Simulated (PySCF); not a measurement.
In(H)2(OEt), C2H7InO, SMILES CC[O][InH2], singlet, PBE0/def2-SVP optimised geometry.

```
11

In    -1.39     0.77     0.00
H     -2.22    -0.73     0.00
H     -1.91     2.41     0.00
O      0.62     0.77     0.00
C      1.56    -0.25     0.00
C      1.00    -1.66     0.00
H      2.22    -0.13    -0.89
H      2.22    -0.13     0.88
H      0.38    -1.85    -0.89
H      1.81    -2.41     0.00
H      0.38    -1.85     0.90
```

Density from PySCF with PBE0/def2-TZVP, def2 effective core potentials past Kr at that geometry. The core electrons that the potentials of In replace are not part of the density.

Minimum of the electron density along straight lines between bonded atoms, close to the bond critical point (lines longer than 1.1 times the sum of covalent radii, or with two minima, are not listed):

```csv
bond,length / Å,ρ at the minimum / e bohr⁻³,∇²ρ there / e bohr⁻⁵,position (fraction from the first atom)
In1–H2,1.720,0.107,0.10,0.64
In1–H3,1.714,0.108,0.10,0.64
In1–O4,2.004,0.106,0.49,0.52
O4–C5,1.390,0.275,-0.62,0.65
C5–C6,1.517,0.254,-0.66,0.50
C5–H7,1.110,0.274,-0.94,0.64
C5–H8,1.110,0.274,-0.94,0.64
C6–H9,1.103,0.269,-0.90,0.64
C6–H10,1.102,0.270,-0.90,0.64
C6–H11,1.103,0.269,-0.90,0.64
```
